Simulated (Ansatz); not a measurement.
`O[SiH2]CCl` + HCl → `ClC[SiH2]Cl` + H₂O at 500 K and 1 bar (ligand exchange at the Si–O bond).

Isolated molecules relaxed with PBE0-D4/def2-TZVP in Ansatz; ΔE leaves out vibrations. CCSD(T)/CBS adds triple-zeta CCSD(T) − MP2 to the extrapolated MP2 energy (def2 sets, frozen cores). This one scheme is used for every species. Each species was taken in one conformer, which may not be the lowest.

```json
{"species": "`O[SiH2]CCl`", "CCSD(T)/CBS energy (Eh)": "-865.14075", "H − E (kJ/mol)": "197.5", "S (J/(mol·K))": "380.9"}
{"species": "HCl", "CCSD(T)/CBS energy (Eh)": "-460.38127", "H − E (kJ/mol)": "32.5", "S (J/(mol·K))": "201.9"}
{"species": "`ClC[SiH2]Cl`", "CCSD(T)/CBS energy (Eh)": "-1249.14529", "H − E (kJ/mol)": "162.5", "S (J/(mol·K))": "383.2"}
{"species": "H₂O", "CCSD(T)/CBS energy (Eh)": "-76.37941", "H − E (kJ/mol)": "73.2", "S (J/(mol·K))": "206.3"}
```

H − E and S are ideal-gas, rigid-rotor, harmonic terms from PBE0-D4/def2-TZVP, for one conformer and one mirror image of each species. 1 Eh = 2625.50 kJ/mol, R = 8.31446 J/(mol·K).

Q: By hand: ΔE, ΔH, ΔS and ΔG.

A: ΔE = (-1249.14529) + (-76.37941) − (-865.14075) − (-460.38127) = -0.00268 Eh = -7.0 kJ/mol. Δ(H − E) = 162.5 + 73.2 − 197.5 − 32.5 = 5.7, so ΔH = -1.3 kJ/mol. ΔS = 383.2 + 206.3 − 380.9 − 201.9 = 6.7 J/(mol·K). ΔG = -1.3 − 500 × (6.7)/1000 = -4.7 kJ/mol.

Q: By hand: the equilibrium constant, and the temperature at which ΔG would vanish if ΔH and ΔS stayed fixed.

A: log₁₀ K = −ΔG/(RT ln 10) = 0.5. ΔH and −TΔS have one sign here, so there is no such temperature.

TΔS isn't small against ΔH here. The sign of ΔG lies within the doubt. A doubt of 5 kJ/mol in ΔE shifts log₁₀ K by 0.5 here. Other conformers and mirror images would add mixing entropy, several J/(mol·K) or more a flexible species. These are equilibria of isolated gas molecules and say nothing of rates. Largest T1 diagnostic: 0.010 (customary marks: 0.02 for closed shells, 0.045 for open ones).

ΔS is within the doubt of such terms, so its sign, and with it that verdict, could turn.
